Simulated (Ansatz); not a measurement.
Basis-set extrapolation for C7H14 (`CC1CCCCC1`) (PBE0-D4/def2-TZVP geometry, frozen core, the Gaussian-basis code of Ansatz). Multiplicity 1, RHF reference.

```
                      def2-TZVPP   def2-QZVPP
                 HF  -273.341440  -273.354006
    MP2 correlation    -1.217986    -1.292765
CCSD(T) correlation    -1.340682      not run
```

Energies in hartree. Use E(X) = E(∞) + A·exp(−7.88·√X) for Hartree–Fock and E(X) = E(∞) + B·X^(−2.97) for correlation, with X = 3 and 4, and add CCSD(T) minus MP2 of the smaller set to the MP2 limit.

Q: What is the CCSD(T) energy at the basis-set limit?

A: HF limit: -273.354006 + (-0.012566) × 0.13774 = -273.35574. MP2 limit: -1.292765 + (-0.074779) × 0.74074 = -1.34816. Higher-order term: -1.340682 − (-1.217986) = -0.12270. Total: -274.82660 hartree, 379.3 kJ/mol below CCSD(T)/def2-TZVPP.
